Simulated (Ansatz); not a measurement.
```yaml
atoms:
  - { symbol: N, position_ang: [0.0000, 0.0000, 0.0000] }
  - { symbol: H, position_ang: [0.0000, 0.0000, 2.8560] }
  - { symbol: B, position_ang: [0.0000, 4.2741, -0.7536] }
```

Basis set: pcseg-2 (spherical functions). Charge 0, multiplicity 4.

Computed with Ansatz (development build ahead of 0.2.0); each method stands on the lowest determinant of its kind that the runs found. Restricted functionals stand beside restricted open-shell atoms, which can lie above the unrestricted atoms usual in DFT and then raise those values.

The atomization energy at this shape (free ground-state atoms in the same class of orbitals less the molecule, no zero-point energy) of quartet BNH:

```tsv
method	atomization energy
PBE (restricted open-shell)	-1.10 eV
PBE0 (restricted open-shell)	-2.18 eV
ROHF	-3.71 eV
```

Question: What does PBE (unrestricted) give?

Answer: 0.06 eV. Caution: other spin multiplicities may lie lower; the shape is not the minimum. Caution for PBE (unrestricted), PBE (restricted open-shell), PBE0 (restricted open-shell): charge can spread falsely over distant fragments. Caution for PBE (unrestricted): the unrestricted determinant is a mixture of spin states. Caution for PBE (restricted open-shell): an unrestricted determinant lies well below. Caution for PBE (restricted open-shell), PBE0 (restricted open-shell), ROHF: the molecule lies well above its atoms at this level. Caution for PBE0 (restricted open-shell), ROHF: stretched shape with no unrestricted run beside it, a lower state can exist.
